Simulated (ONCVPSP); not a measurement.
Varying the ONCV potential for Mo (Z = 42)

Base potential:

```json
{
  "Element": "molybdenum",
  "Generator": "ONCVPSP 4.0.1",
  "Type": "optimised norm-conserving Vanderbilt (ONCV)",
  "Functional": "PBE",
  "Relativity": "scalar-relativistic",
  "Frozen core": "[Ar] 3d10",
  "Valence charge": "14",
  "Reference configuration": "4s2 4p6 4d5 5s1",
  "Partial waves": "4s+5s: rc 1.85 bohr, ncon 3, nbas 6, qcut 6.4 1/bohr, 2 projectors; 4p: rc 1.60 bohr, ncon 4, nbas 8, qcut 8.6 1/bohr, 2 projectors, debl 1.2 Ha; 4d: rc 2.65 bohr, ncon 4, nbas 9, qcut 6.2 1/bohr, 2 projectors, debl 2.4 Ha",
  "Local potential": "polynomial inside 1.50 bohr (lpopt 5, dvloc0 0 Ha)",
  "Core correction": "Teter function, fcfact 1.75, rcfact 1.15"
}
```

In the p channel the program set the typed energies aside and used -1.414, 0.250 Ha.

Cutoffs, loose and tight: the cutoffs (Ha) at which the residual kinetic energy of the hardest occupied pseudo-wave falls to 1 and 0.1 mHa per electron. They do not see the model core or the augmentation charge, which bear on the density cutoff. Test errors are all-electron minus pseudo excitation energies from the reference, over the configurations 4s2 4p6 4d5 5s0; 4s2 4p6 4d4 5s0; 4s2 4p6 4d3 5s0; 4s2 4p6 4d5 5s0 5p1. A dash means not determined; rows that change the core or the reference have their own tests.

| change | outcome | cutoff, loose | cutoff, tight | bound ghosts | GHOST(+) flags above zero | largest test error (meV) |
| --- | --- | --- | --- | --- | --- | --- |
| base | generated, projector energies reset by the program | 23 Ha | 29 Ha | none | d | +57 |
| all radii but the core radius scaled by about 0.77 (s 1.42, p 1.24, d 2.04 bohr); local potential polynomial inside 1.16 bohr (lpopt 5, dvloc0 0 Ha) | generated, projector energies reset by the program | 31 Ha | 45 Ha | none | s | +11 |
| all radii but the core radius scaled by about 0.86 (s 1.58, p 1.38, d 2.28 bohr); local potential polynomial inside 1.28 bohr (lpopt 5, dvloc0 0 Ha) | generated, projector energies reset by the program | 28 Ha | 33 Ha | none | s | +26 |
| all radii but the core radius scaled by about 0.95 (s 1.76, p 1.52, d 2.52 bohr); local potential polynomial inside 1.42 bohr (lpopt 5, dvloc0 0 Ha) | generated, projector energies reset by the program | 25 Ha | 30 Ha | none | none | +46 |
| all radii but the core radius scaled by about 1.16 (s 2.14, p 1.86, d 3.08 bohr); local potential polynomial inside 1.74 bohr (lpopt 5, dvloc0 0 Ha) | generated, projector energies reset by the program | 12 Ha | 22 Ha | none | none | +153 |
| all radii but the core radius scaled by about 1.32 (s 2.44, p 2.12, d 3.50 bohr); local potential polynomial inside 1.98 bohr (lpopt 5, dvloc0 0 Ha) | generated, projector energies reset by the program | 13 Ha | 15 Ha | none | none | +278 |

What comes out with this change to the base: all radii but the core radius scaled by about 1.22 (s 2.26, p 1.94, d 3.22 bohr); local potential polynomial inside 1.82 bohr (lpopt 5, dvloc0 0 Ha)?

outcome: generated, projector energies reset by the program; cutoff, loose: 12 Ha; cutoff, tight: 15 Ha; bound ghosts: none; GHOST(+) flags above zero: none; largest test error (meV): +181.

What comes out with this change to the base: all radii but the core radius scaled by about 1.10 (s 2.02, p 1.76, d 2.90 bohr); local potential polynomial inside 1.64 bohr (lpopt 5, dvloc0 0 Ha)?

outcome: generated, projector energies reset by the program; cutoff, loose: 19 Ha; cutoff, tight: 25 Ha; bound ghosts: none; GHOST(+) flags above zero: none; largest test error (meV): +118.

Reading the sweep of the scale of all radii but the core radius (base = 1) (base included, trends over the rows without a ghost): The loose cutoff is not monotonic: lowest 12 Ha at 1.16, highest 31 Ha at 0.77. The median size of the test errors (rows with all tests solved) is not monotonic: lowest 1.2 meV at 0.86, highest 5.0 meV at 1.32.
